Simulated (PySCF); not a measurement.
# TDDFT excited states: C4H7F3O

Compound: C4H7F3O.
SMILES: `FC(F)CO[C@H](C)F`

Theory: PySCF, TDDFT PBE0/def2-SVPD, vertical, gas phase, core orbitals frozen in the response. The structure is a single GFN2-xTB conformer in the gas phase; no vibrational or solvent corrections. Torsions of this conformer, `[CH3:1][C@H:2]([F:3])[O:4][CH2:5][CH:6]([F:7])[F:8]`: C1–C2–O4–C5 -162°, C2–O4–C5–C6 -66°, O4–C5–C6–F7 94°.

| state | E (eV) | λ (nm) | f | main configurations (H = HOMO, L = LUMO) |
| --- | --- | --- | --- | --- |
| S1 | 8.33 | 148.8 | 0.011 | H→L (88%) |
| S2 | 8.77 | 141.4 | 0.0021 | H→L+1 (87%) |
| S3 | 9.01 | 137.6 | 0.013 | H-1→L (75%), H→L+2 (19%) |
| S4 | 9.05 | 137.0 | 0.057 | H→L+2 (66%), H-1→L (19%), H→L+4 (9%) |
| S5 | 9.14 | 135.7 | 0.017 | H→L+3 (68%), H→L+4 (19%) |
| S6 | 9.36 | 132.4 | 0.013 | H→L+4 (54%), H→L+3 (26%), H→L+5 (10%) |

Triplets, Tamm–Dancoff:

```json
{"state": "T1", "E (eV)": "8.09", "λ (nm)": "153.3", "main configurations (H = HOMO, L = LUMO)": "H→L (64%), H→L+1 (12%), H→L+2 (8%)"}
{"state": "T2", "E (eV)": "8.49", "λ (nm)": "146.1", "main configurations (H = HOMO, L = LUMO)": "H→L+1 (58%), H→L (20%)"}
```

The lowest singlet comes at 149 nm (804 kJ/mol) in the vacuum ultraviolet; it is weak; its leading configuration is HOMO→LUMO (88%). The most intense listed level is S4 at 9.05 eV (137 nm, f = 0.057), 0.72 eV above S1. Löwdin shares by element: HOMO oxygen 46%, carbon 23% or more, fluorine 7% or more (atoms not listed hold the other 24%); LUMO carbon 41% or more, hydrogen 11% or more (atoms not listed hold the other 49%). Of the 6 states listed, 5 reach f = 0.01 and none stays under 0.0005. The oscillator strengths of these states sum to 0.114; summed over the whole spectrum of an exact calculation they would give the number of electrons, 66 (Thomas–Reiche–Kuhn). Weighted by f, the mean energy of these states is 9.02 eV. Only the lowest 6 singlets were computed, as vertical energies without vibronic structure.

Hardware: Arm Neoverse V1, one thread, no GPU, shared host with 32 logical CPUs at a one-minute load of 13. Cost: 49 s (grids of density and orbitals included), 0.91 GiB resident at most.
